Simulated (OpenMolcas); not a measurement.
# Ar⁺: input and output

Input:

```
&GATEWAY
Coord
1

Ar 0.0 0.0 0.0
Basis=ANO-RCC-VDZP
Group=XYZ
NoMove
AngMom=0.0 0.0 0.0
AMFI
&SEWARD
&RASSCF
FileOrb=start.orb
Symmetry=2
Spin=2
nActEl=7 0 0
Inactive=2 3
Ras2=1 3
CIRoot=3 3 1
SDav=3
CIMx=300
Iter=120 100
PrWF=0.3
OrbListing=Nothing
MaxOrb=0
Atom
>>> COPY $Project.JobIph JOB001
&RASSCF
FileOrb=start.orb
Symmetry=1
Spin=2
nActEl=7 0 0
Inactive=2 3
Ras2=1 3
CIRoot=1 1 1
SDav=1
CIMx=300
Iter=120 100
PrWF=0.3
OrbListing=Nothing
MaxOrb=0
Atom
>>> COPY $Project.JobIph JOB002
&RASSI
NrOfJobIphs=2 3 1
1 2 3
1
IphNames
JOB001
JOB002
EJob
SpinOrbit
DIPRint=1.0
SOCoupling=1000.0
Subsets=2
MEES
Property=10
'ANGMOM' 1 'ANGMOM' 2 'ANGMOM' 3 'MLTPL  1' 1 'MLTPL  1' 2 'MLTPL  1' 3
'AMFI' 1 'AMFI' 2 'AMFI' 3 'MLTPL  2' 6
SOProperty=3
'ANGMOM' 1 'ANGMOM' 2 'ANGMOM' 3
```

A driver script runs the steps one by one and writes start.orb anew before each from the orbitals found so far.

Output, cut to the results:

```
--- SEWARD ---
Basis set label: AR.ANO-RCC...4S3P1D.

      Electronic valence basis set:
      ------------------
      Associated Effective Charge  18.000000 au
      Associated Actual Charge     18.000000 au
      Nuclear Model: Point charge

      Shell  nPrim  nBasis  Cartesian Spherical Contaminant
         s      17       4        X
         p      12       3        X
         d       5       1                 X
                  Relativistic Douglas-Kroll-Hess integrals:
                    - DKH order of Hamiltonian: 2
                    - DKH order of Properties : 0
                  Atomic mean-field integrals
--- RASSCF ---
Wave function specifications:
      -----------------------------

      Number of closed shell electrons          10
      Number of electrons in active shells       7
      Max number of holes in RAS1 space          0
      Max nr of electrons in RAS3 space          0
      Number of inactive orbitals                5
      Number of active orbitals                  4
      Number of secondary orbitals               9
      Spin quantum number                      0.5
      State symmetry                             2
Orbital specifications:
      -----------------------

      Symmetry species                           1   2
                                                ag  au
      Frozen orbitals                            0   0
      Inactive orbitals                          2   3
      Active orbitals                            1   3
      RAS1 orbitals                              0   0
      RAS2 orbitals                              1   3
      RAS3 orbitals                              0   0
      Secondary orbitals                         6   3
      Deleted orbitals                           0   0
      Number of basis functions                  9   9
      Number of CSFs                             3
      Number of root(s) required                 3
      Iter CI   SX   CI       RASSCF       Energy    max ROT     max BLB   max BLB  Level Ln srch  Step   QN
          iter iter root      energy       change     param      element    value   shift minimum  type update
 Nr of preliminary CI iterations:   1
 ###############################################################################
 ###############################################################################
 ###                                                                         ###
 ###                                                                         ###
 ###    WARNING: Problems in orbital optimization.                           ###
 ###                                                                         ###
 ###                                                                         ###
 ###############################################################################
 ###############################################################################
  Warning: In symmetry  1, orbital p=   3 has diagonal density matrix element D(p,p) close to two. (2 - D(p,p))=  0.000000E+00
        1   1    1    0  -528.08133034    0.00E+00   0.00E+00    2   4 1  2.86E-08   0.50   0.00    SX    NO
        ...
 ###############################################################################
 ###############################################################################
  Warning: In symmetry  1, orbital p=   3 has diagonal density matrix element D(p,p) close to two. (2 - D(p,p))=  0.000000E+00
        4   1    1    0  -528.08133034   -2.27E-13   0.00E+00    2   4 1  2.86E-08   0.50   0.00    SX    NO
      Convergence after  4 iterations
        5   1    1    0  -528.08133034    0.00E+00   0.00E+00    2   4 1  2.86E-08   0.50   0.00    SX    NO
      Natural orbitals and occupation numbers for root  1
      sym 1:   2.000000
      sym 2:   2.000000   2.000000   1.000000
      Natural orbitals and occupation numbers for root  2
      sym 1:   2.000000
      sym 2:   2.000000   1.000000   2.000000
      Natural orbitals and occupation numbers for root  3
      sym 1:   2.000000
      sym 2:   1.000000   2.000000   2.000000
::    RASSCF root number  1 Total energy:   -528.08133034
::    RASSCF root number  2 Total energy:   -528.08133034
::    RASSCF root number  3 Total energy:   -528.08133034
--- RASSCF ---
Wave function specifications:
      -----------------------------

      Number of closed shell electrons          10
      Number of electrons in active shells       7
...
--- RASSI ---
SPIN-FREE ENERGIES:
  (Shifted by EMIN (a.u.) =       -528.0813303359)

 SF State       Relative EMIN(au)   Rel lowest level(eV)    D:o, cm**(-1)      L_eff

     1             0.0000000000        0.0000000000              0.0000         1.0
     2             0.0000000000        0.0000000000              0.0000         1.0
     3             0.0000000000        0.0000000000              0.0000         1.0
     4             0.6857678204       18.6606930373         150508.6396         0.0
     Dipole printing threshold changed to   1.00000000E+00

++ Dipole transition strengths (spin-free states):
   -----------------------------------------------
     for osc. strength at least  1.00000000E+00

  ( Max oscillator strength is only   0.31537139808453962      )
--
Eigenvalues of complex Hamiltonian:
   -----------------------------------
  (Shifted by EMIN (a.u.) =       -528.0813303359)

 SO State       Relative EMIN(au)   Rel lowest level(eV)    D:o, cm**(-1)     J-value

     1            -0.0020801197        0.0000000000              0.0000         1.0
     2            -0.0020801197        0.0000000000              0.0000         1.3
     3            -0.0020801197        0.0000000000              0.0000         1.0
     4            -0.0020801197        0.0000000000              0.0000         1.3
     5             0.0041602393        0.1698088189           1369.6005         0.4
     6             0.0041602393        0.1698088189           1369.6005         0.4
     7             0.6857678204       18.7172959769         150965.1731         0.4
     8             0.6857678204       18.7172959769         150965.1731         0.4
Weights of the five most important spin-orbit-free states for each spin-orbit state.

 SO State  Total energy (au)           Spin-free states, spin, and weights
 -------------------------------------------------------------------------------------------------------
...
```

The J values that RASSI prints are effective ones from its own formula and need not be integers or half-integers; the table below assigns J from the states.

Levels above the lowest, from the spin-orbit matrix, grouped by J:

```
Configuration  Term    J  E (cm⁻¹)  Measured (cm⁻¹)      g  Term weight %
      3s² 3p⁵   ²P°  3/2       0.0              0.0  1.334            100
      3s² 3p⁵   ²P°  1/2      1370             1432  0.666            100
       3s 3p⁶    ²S  1/2    150965           108722  2.002            100
```

Against the 2 measured excited levels shown (NIST Handbook of Basic Atomic Spectroscopic Data) the mean absolute deviation is 21000 cm-1; the largest miss in energy is 3s 3p⁶ ²S_1/2: computed 150965, measured 108722 cm⁻¹ (+38.9 %).

Without dynamic correlation excited terms often stand tens of per cent too high (terms of higher spin than the ground term too low), and those without a measured partner can miss by more than the paired ones. Computed and measured levels are paired by configuration, term and J; levels that our copy of the source lacks, or whose pairing is in doubt (as where it misses far off the trend of its configuration), stay unpaired and out of the deviations. Only configurations of the active space appear.

The term weight is that of the spin-free term in the level, not the purity of its configuration. ° marks odd parity.
